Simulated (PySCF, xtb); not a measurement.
B(Cl)(Me)(SMe) (C₂H₆BClS), SMILES S(B(C)Cl)C.

GFN2-xTB (xtb 6.7.1) at its own geometry gives an orbital gap of 4.06 eV and a dipole moment of 3.51 D.

Geometry: PBE0-D3(BJ)/def2-SVP. The structure was generated by enumeration, and PubChem lists no compound with its InChIKey, so it may never have been made. One conformer was computed; it need not be the lowest.

Task: What does PBE/def2-TZVP (PySCF) give? (An estimate is asked for; the answer gives what the named calculation found.)

Result: gap 4.67 eV (levels -6.29 and -1.62 eV), dipole 2.80 D.
